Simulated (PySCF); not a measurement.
**Relaxation of triplet TaOF**

Level of theory: UPBE0/[Ta def2-TZVP with ECP60, O def2-TZVP, F def2-TZVP], scalar-relativistic core potentials, density fitting, no spin–orbit coupling, PySCF. A (50,194) grid was used.

A hand-made linear start, of C∞v symmetry, held to at least that symmetry:

```xyz
3
charge 0 multiplicity 3, angstrom
Ta    0.0000    0.0000   -0.0492
O     0.0000    0.0000   -1.8792
F     0.0000    0.0000    2.0508
```

Optimiser trace:
```
step  E − E(last) (kJ/mol)  largest gradient (Eh/bohr)
   0                 40.21                     0.08587
   1                  2.03                     0.03244
   2                  0.01                     0.00160
   3                  0.00                     0.00040
   4                  0.00                     0.00000
```

It ends at C∞v with Ta–F 1.964 Å, Ta–O 1.737 Å; F–Ta–O 180.0°. A frequency run shows 2 imaginary modes (one degenerate set), down to 168i cm⁻¹, so it is a higher-order saddle point. Other isomers or separated fragments may lie lower.

Other spin states or occupations of the open shell can lie lower. At this level a broken-symmetry Ms = 0 minimum of Cs symmetry lies 72 kJ/mol below this structure. With an element this heavy the missing spin–orbit coupling can shift these numbers.

The relaxation took 6.9 s on 4 threads of a shared Arm Neoverse V2 host, with 102 basis functions and 5 gradients; the process peaked at 0.55 GiB.
